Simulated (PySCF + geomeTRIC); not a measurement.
A geometry relaxed with B3LYP-D3(BJ)/def2-TZVP (PySCF + geomeTRIC), charge 0, multiplicity 2:

```xyz
2

Se     0.7375     0.0000     0.0000
H     -0.7375     0.0000     0.0000
```

Write the SMILES of this molecule.

`[SeH]`
